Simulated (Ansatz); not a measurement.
The same molecule with X = Ti, Zr, Hf. Ansatz, PBE0-D4/def2-TZVP geometries, multiplicity 1. Each molecule was computed in one conformer, which needn't be the lowest.

Elements past krypton have def2 core potentials. Scalar relativity is left out up to krypton.

```csv
X,molecule,mean X–Cl bond length / Å,mean X–S bond length / Å,LUMO energy (PBE0/def2-TZVPP) / eV,LUMO energy (PBE/def2-TZVPP) / eV,HOMO energy (ωB97M-V/def2-TZVPP) / eV
Zr,`[SH][Zr]([SH])([Cl])[Cl]`,2.328,2.412,-2.56,-3.34,-10.25
Hf,`[SH][Hf]([SH])([Cl])[Cl]`,2.328,2.415,-2.14,-2.94,-10.24
```

Problem. Give the row for X = Ti, `[SH][Ti]([SH])([Cl])[Cl]`. (An estimate is asked.)

Solution. Ansatz gave: 
```json
{"X": "Ti", "molecule": "`[SH][Ti]([SH])([Cl])[Cl]`", "mean X–Cl bond length / Å": "2.178", "mean X–S bond length / Å": "2.255", "LUMO energy (PBE0/def2-TZVPP) / eV": "-3.36", "LUMO energy (PBE/def2-TZVPP) / eV": "-4.24", "HOMO energy (ωB97M-V/def2-TZVPP) / eV": "-10.24"}
```

From Ti to Hf the mean X–Cl bond length isn't monotonic: highest at Zr, lowest at Ti; the mean X–S bond length rises at each step, by 0.160 Å in all; the LUMO energy (PBE0/def2-TZVPP) rises at each step, by 1.22 eV in all; the LUMO energy (PBE/def2-TZVPP) rises at each step, by 1.30 eV in all; the HOMO energy (ωB97M-V/def2-TZVPP) hardly changes.
